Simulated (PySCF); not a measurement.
# Basis and Hamiltonian dependence of the excitation energy of Si²⁺

Si²⁺ [Ne] 3s2 (1S) → Si²⁺ [Ne] 3s1 3d1 (3D). All values are computed (PySCF 2.14, energy differences of UHF-based or UKS calculations, no spin-orbit coupling). Values in eV.

```tsv
basis	Hamiltonian	functions	UHF	PBE	PBE0	MP2 (valence)	CCSD(T) (valence)
aug-cc-pVDZ-DK	spin-free X2C	27	17.421	17.360	17.541	18.177	18.552
ANO-RCC-VTZP	spin-free X2C	34	16.835	16.653	16.850	17.546	17.820
aug-cc-pV(T+d)Z	non-relativistic	55	16.604	16.354	16.568	17.320	17.584
aug-cc-pV(T+d)Z with one added diffuse shell each of s, p, d, f type	non-relativistic	71	16.602	16.353	16.567	17.318	17.582
dyall-av3z	non-relativistic	84	16.941	16.791	16.985	17.673	17.935
aug-cc-pV(Q+d)Z	non-relativistic	89	16.581	16.327	16.544	17.320	17.569
aug-cc-pCVTZ-DK with one added diffuse shell each of s, p, d, f type	spin-free X2C	91	16.729	16.496	16.707	17.452	17.710
dyall-acv3z	spin-free X2C	113	16.625	16.377	16.592	17.361	17.615
```

Frozen in the all-electron rows: valence: [Ne].

At CCSD(T) (valence), aug-cc-pVDZ-DK, dyall-av3z lie more than 0.3 eV from the median of the rows with comparable relativity.
